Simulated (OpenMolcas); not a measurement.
**Ni5+: CASPT2 settings compared**

* Program: OpenMolcas 26.06
* Basis: ANO-RCC-VDZP [5s4p2d1f]
* Scalar Hamiltonian: DKH3, point nucleus
* Active space: 5 electrons in 5 orbitals (3d)
* State averaging: 2S+1 = 6 even, 1 root; 2S+1 = 4 even, 24 roots kept (CI in the orbitals of an earlier block); 2S+1 = 2 even, 75 roots kept (CI in the orbitals of an earlier block)
* Spin-orbit coupling: RASSI with atomic mean-field integrals over the reference wave functions, term energies averaged over their components

Methods on the same reference wave functions:
A. CASSCF
B. SS-CASPT2, IPEA 0.75 Eh, sigma1 regulariser 0.1 Eh (closed shells correlated: 3s 3p)
C. MS-CASPT2, IPEA 0.75 Eh, sigma1 regulariser 0.1 Eh (closed shells correlated: 3s 3p)
D. XMS-CASPT2, IPEA 0.6 Eh, sigma1 regulariser 0.05 Eh (closed shells correlated: none)
E. XMS-CASPT2, IPEA 0.5 Eh, imaginary shift 0.1 Eh (closed shells correlated: 3s 3p)

Energies in eV above 3d⁵ ⁶S_5/2, the measured ground level; measured values from Corliss and Sugar, J. Phys. Chem. Ref. Data 10, 197 (1981).

```json
{"Level": "3d⁵ ⁶S_5/2", "A": "0.0000", "B": "0.0000", "C": "0.0000", "D": "0.0000", "E": "0.0000", "Measured": "0.0000"}
{"Level": "3d⁵ ⁴G_5/2", "A": "5.8921", "B": "5.688", "C": "5.688", "D": "5.843", "E": "5.685", "Measured": ""}
{"Level": "3d⁵ ⁴G_7/2", "A": "5.9017", "B": "5.699", "C": "5.699", "D": "5.853", "E": "5.696", "Measured": ""}
{"Level": "3d⁵ ⁴G_11/2", "A": "5.9042", "B": "5.703", "C": "5.703", "D": "5.856", "E": "5.699", "Measured": "5.1975"}
{"Level": "3d⁵ ⁴G_9/2", "A": "5.9074", "B": "5.706", "C": "5.706", "D": "5.860", "E": "5.703", "Measured": ""}
{"Level": "3d⁵ ⁴P_5/2", "A": "6.7638", "B": "6.186", "C": "6.186", "D": "6.468", "E": "6.133", "Measured": "5.6889"}
{"Level": "3d⁵ ⁴P_3/2", "A": "6.7902", "B": "6.211", "C": "6.211", "D": "6.493", "E": "6.158", "Measured": "5.7162"}
{"Level": "3d⁵ ⁴P_1/2", "A": "6.8219", "B": "6.240", "C": "6.240", "D": "6.519", "E": "6.184", "Measured": "5.7435"}
{"Level": "3d⁵ ⁴D_7/2", "A": "7.3296", "B": "6.806", "C": "6.806", "D": "7.140", "E": "6.806", "Measured": "6.2402"}
{"Level": "3d⁵ ⁴D_1/2", "A": "7.3605", "B": "6.836", "C": "6.836", "D": "7.169", "E": "6.835", "Measured": ""}
{"Level": "3d⁵ ⁴D_3/2", "A": "7.3849", "B": "6.857", "C": "6.857", "D": "7.188", "E": "6.853", "Measured": ""}
{"Level": "3d⁵ ⁴D_5/2", "A": "7.3900", "B": "6.861", "C": "6.861", "D": "7.191", "E": "6.856", "Measured": ""}
{"Level": "3d⁵ ²I_11/2", "A": "8.4100", "B": "8.332", "C": "8.332", "D": "8.452", "E": "8.349", "Measured": "7.5873"}
{"Level": "3d⁵ ²I_13/2", "A": "8.4331", "B": "8.360", "C": "8.360", "D": "8.479", "E": "8.377", "Measured": "7.5977"}
{"Level": "3d⁵ ²D_5/2(1) [63 %]", "A": "9.3893", "B": "8.701", "C": "8.701", "D": "9.085", "E": "8.641", "Measured": "7.9539"}
{"Level": "3d⁵ ²D_3/2(1)", "A": "9.5462", "B": "8.838", "C": "8.838", "D": "9.235", "E": "8.776", "Measured": "8.0805"}
{"Level": "3d⁵ ²F_7/2(1)", "A": "9.7674", "B": "9.131", "C": "9.131", "D": "9.467", "E": "9.051", "Measured": "8.3175"}
{"Level": "3d⁵ ⁴F_9/2", "A": "9.8806", "B": "9.247", "C": "9.247", "D": "9.538", "E": "9.221", "Measured": ""}
{"Level": "3d⁵ ⁴F_5/2 [63 %]", "A": "9.8921", "B": "9.252", "C": "9.252", "D": "9.551", "E": "9.206", "Measured": ""}
{"Level": "3d⁵ ⁴F_7/2", "A": "9.9058", "B": "9.269", "C": "9.269", "D": "9.562", "E": "9.247", "Measured": ""}
{"Level": "3d⁵ ⁴F_3/2", "A": "9.9690", "B": "9.322", "C": "9.322", "D": "9.628", "E": "9.293", "Measured": ""}
{"Level": "3d⁵ ²H_9/2", "A": "10.3320", "B": "9.905", "C": "9.905", "D": "10.135", "E": "9.870", "Measured": "9.0395"}
{"Level": "3d⁵ ²H_11/2", "A": "10.4181", "B": "10.022", "C": "10.022", "D": "10.223", "E": "9.979", "Measured": "9.1447"}
{"Level": "3d⁵ ²G_7/2(1)", "A": "10.6980", "B": "10.160", "C": "10.160", "D": "10.522", "E": "10.152", "Measured": "9.2527"}
```

Deviations, from unrounded energies. A percentage is the sum of absolute deviations over the sum of measured energies, with the sign that they share, or ± where signs differ.

```json
{"Against measurement": "mean absolute deviation (cm-1)", "Levels": "13", "A": "9300", "B": "5600", "C": "5600", "D": "7800", "E": "5300"}
{"Against measurement": "other terms of the ground configuration (%)", "Levels": "13", "A": "+15.7", "B": "+9.5", "C": "+9.5", "D": "+13.1", "E": "+9.0"}
```

B, C, E lie about equally close to measurement and A furthest from it. The largest miss of E in the table is 3d⁵ ²G_7/2(1), by +7300 cm-1. The ranking rests on the paired levels alone, and a cruder setting can come out closer through cancelling errors.

Among B to E the level of the table that moves most is 3d⁵ ²D_3/2(1), by 3700 cm-1 (lowest in E, highest in D). Moves below CASPT2's spread within the term are not significant.

The two smallest mean deviations differ by little beside CASPT2's spread within terms, so their order carries little weight.

From A to B the spin-free energies of the other terms of 3d⁵ shown, above ⁶S, scale by factors of 0.91 to 0.99.

The lowest spin-free term lies below A's lowest term by 0.231 hartree in B, 0.231 hartree in C, 0.040 hartree in D, 0.236 hartree in E.

Term energies are means over components that CASPT2 splits; among the terms shown or strongly mixed into the levels shown the widest spread is 1200 cm-1 (3d⁵ ²H, E). Terms from blocks run as CI alone lack orbitals of their own. The basis is small and was not contracted for so high a charge. Without dynamic correlation excited terms often stand tens of per cent too high (terms of higher spin than the ground term too low), and those without a measured partner can miss by more than the paired ones (holds for A). Blocks of more than 70 roots (2S+1 = 2 even) ran without multistate coupling (holds for C). Computed and measured levels are paired by configuration, term and J; levels that our copy of the source lacks, or whose pairing is in doubt (as where it misses far off the trend of its configuration), stay unpaired and out of the deviations. Only configurations of the active space appear. Levels that lie high or do not pair safely by name in every column are left out.

A share in square brackets marks a mixed level and gives the weight of the term that names it, the lowest over the columns. A number in round brackets counts repeated terms of one configuration in the order of the reference energies.
